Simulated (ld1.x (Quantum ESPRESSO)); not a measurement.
# Which change was made? (K, RRKJ)

| Quantity | Value |
| --- | --- |
| Element | K (Z = 19) |
| Generator | ld1.x (Quantum ESPRESSO) 7.5 |
| Type | norm-conserving RRKJ (Kleinman–Bylander form) |
| Functional | PBE |
| Relativity | scalar-relativistic |
| Frozen core | [Ne] |
| Valence charge | 9 |
| Reference configuration | 3s2 3p6 3d0 4s0 4p0 (charge +1) |
| Partial waves | 3s (bound): rc 1.65 bohr; 3d (bound, empty): rc 2.40 bohr; 3p (bound): rc 1.90 bohr |
| Local potential | the p channel |
| Core correction | a·sin(br)/r model core inside 1.15 bohr |
| rho0 | 0.005 |

Cutoffs, loose and tight: the cutoffs (Ry, on a coarse ladder) from which the occupation-weighted sum of valence levels, in a spherical-Bessel basis at the reference potential, stays within 10 and 1 mRy of its value at 400 Ry. They do not see the model core or the augmentation charge, which bear on the density cutoff. Test errors are all-electron minus pseudo excitation energies from the reference, over the configurations 3s2 3p6 3d0 4s1 4p0; 3s2 3p6 3d0 4s0.5 4p0; 3s2 3p6 3d0 4s0 4p1; 3s2 3p6 3d1 4s0 4p0; 3s1 3p6 3d0 4s1 4p0; 3s2 3p5 3d0 4s1 4p0; 3s2 3p6 3d0.5 4s0.5 4p0; variants that change the core or the reference have their own tests.

The base gives: outcome: generated; cutoff, loose: 45 Ry; cutoff, tight: 50 Ry; bound ghosts: none; largest test error (meV): +61.

Q: After one change the result is: outcome: generated; cutoff, loose: 45 Ry; cutoff, tight: 80 Ry; bound ghosts: none; largest test error (meV): +48. Which change was it?
A. all radii but the core radius scaled by about 0.85 (s 1.40, p 1.62, d 2.04 bohr)
B. all radii but the core radius scaled by about 1.15 (s 1.90, p 2.20, d 2.76 bohr)
C. all radii but the core radius scaled by about 0.75 (s 1.24, p 1.42, d 1.80 bohr)
D. all radii but the core radius scaled by about 1.31 (s 2.16, p 2.48, d 3.14 bohr)

A: A. The others give: all radii but the core radius scaled by about 1.31 (s 2.16, p 2.48, d 3.14 bohr) → outcome: generated; cutoff, loose: 35 Ry; cutoff, tight: 40 Ry; bound ghosts: none; largest test error (meV): -213 | all radii but the core radius scaled by about 0.75 (s 1.24, p 1.42, d 1.80 bohr) → outcome: generated; cutoff, loose: 55 Ry; cutoff, tight: 110 Ry; bound ghosts: none; largest test error (meV): +34 | all radii but the core radius scaled by about 1.15 (s 1.90, p 2.20, d 2.76 bohr) → outcome: generated; cutoff, loose: 40 Ry; cutoff, tight: 50 Ry; bound ghosts: none; largest test error (meV): +23.
